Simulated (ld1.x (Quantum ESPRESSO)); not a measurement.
## PBE ultrasoft dataset for Cl (Z = 17), scalar-relativistic all-electron reference.

- Element: chlorine
- Generator: ld1.x (Quantum ESPRESSO) 7.5
- Type: ultrasoft
- Functional: PBE
- Relativity: scalar-relativistic
- Frozen core: [Ne]
- Valence charge: 7
- Reference configuration: 3s2 3p5
- Partial waves: 3s (bound): rcut 0.90, rcutus 1.15 bohr; 3s channel at -0.65 Ry: rcut 0.90, rcutus 1.15 bohr; 3p (bound): rcut 1.30, rcutus 1.55 bohr; 3p channel at 3.3 Ry: rcut 1.30, rcutus 1.55 bohr; 3d channel at 0.05 Ry: rcut 0.95, rcutus 1.30 bohr
- Local potential: all-electron potential smoothed inside 1.50 bohr (lloc = -1)
- Core correction: Bessel-smoothed model core, default radius (core density twice the valence density)
- Augmentation charge: PSQ, inside the norm-conserving radii

All-electron outer shells of the reference configuration (PBE, scalar-relativistic, ld1.x):

```tsv
shell	level (eV)	outermost node (bohr)	outermost maximum (bohr)
2s	-252.70	0.12	0.36
2p	-191.63	–	0.30
3s	-20.69	0.55	1.29
3p	-8.59	0.53	1.43
```

Q: Does the generator finish with these settings?

A: Yes, a potential is produced and its reference levels are reproduced.

Q: Estimate the cutoffs (Ry, on a coarse ladder) from which the occupation-weighted sum of valence levels, in a spherical-Bessel basis at the reference potential, stays within 10 and 1 mRy of its value at 400 Ry.

A: 30 Ry and 55 Ry.

Q: What does a ghost test show?

A: No extra level below or beside the all-electron valence levels (s, p, d, f tested).

Q: Is the overlap operator S = 1 + Σ q|β⟩⟨β| positive definite (Bessel basis up to 400 Ry)?

A: Yes: its lowest eigenvalue is 0.54 (s channel).

Q: Tests: 3s2 3p4; 3s2 3p3; 3s2 3p2; 3s2 3p4.5; 3s1 3p6; 3s2 3p5.3; 3s1 3p5. Which has the largest error in its energy relative to the reference configuration, and how large is it?

A: 3s2 3p2, with +24 meV (all-electron minus pseudo) on +77.63 eV.
